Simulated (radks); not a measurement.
Valence configurations of Mn3+ (all share [Ar]). Calculated with a radial shooting solver on a logarithmic mesh with Libxc functionals: non-relativistic Kohn-Sham, PBE, spin-polarised, spherical densities, point nucleus; open shells are filled with parallel spins first. Order these by energy: 3d1 4p3; 3d4; 3d2 4s1 4p1; 3d3.5 4p0.5; 3d1 4s1 4p2; 3d2 4p2; 3d3 4s1; 3d2 4s2; 3d3 4p1; 3d3.5 4s0.5.

Answer. From the lowest, in eV above it: 3d4 0.000; 3d3.5 4s0.5 6.785; 3d3.5 4p0.5 10.193; 3d3 4s1 14.647; 3d3 4p1 21.688; 3d2 4s2 35.663; 3d2 4s1 4p1 41.277; 3d2 4p2 48.766; 3d1 4s1 4p2 73.828; 3d1 4p3 81.772. NIST lists [Ar] 3d4 as the ground configuration; this level of theory agrees among the configurations tried. The energies are those of spherical high-spin densities, not of single terms.
